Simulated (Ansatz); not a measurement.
The first iterations of a band of H₃OSeSi (6 atoms, charge -1, multiplicity 1).

The calculation used RKS PBE0/def2-SVP in Ansatz.

```yaml
movable_images: 7
climbing_image: yes
spring: 5.0 eV/Å²
optimiser: quadratic models (default)
start_path: through a guess of the saddle point
force_threshold: 0.05 eV/Å
iteration_limit: 60
end_points: relaxed
```

Image 0:

```xyz
6
Properties=species:S:1:pos:R:3
O -1.195 -1.407 -0.466
Si -0.551 0.014 -0.382
Se 1.021 0.421 1.401
H 0.273 0.483 -1.576
H -1.415 1.226 -0.044
H 1.867 -0.737 1.067
```

Image 8:

```xyz
6
Properties=species:S:1:pos:R:3
O -1.630 -1.259 -0.602
Si -0.570 -0.131 -0.396
Se 1.052 -0.665 1.310
H 0.366 0.229 -1.549
H -1.033 1.240 0.093
H 1.816 0.586 1.145
```

| iteration | highest image above the first end (eV) | largest band force component (eV/Å) |
| --- | --- | --- |
| 1 | 5.605 | 29.381 |
| 2 | 0.723 | 5.355 |

**Question.** Does the band converge within its limit, and where does its top end?

**Answer.** The forces met the threshold. It ended after 8 iterations with the highest image 0.063 eV above the first end. A vibrational analysis at the climbing image gives one clearly imaginary mode, 140i cm⁻¹: a first-order saddle point. Limits of this set-up: an anion without diffuse functions, the dipole of an ion depends on the origin.

Run time: 2.7 min on 1 thread of Arm Neoverse V2, with other jobs on the host, peak memory 0.26 GiB.
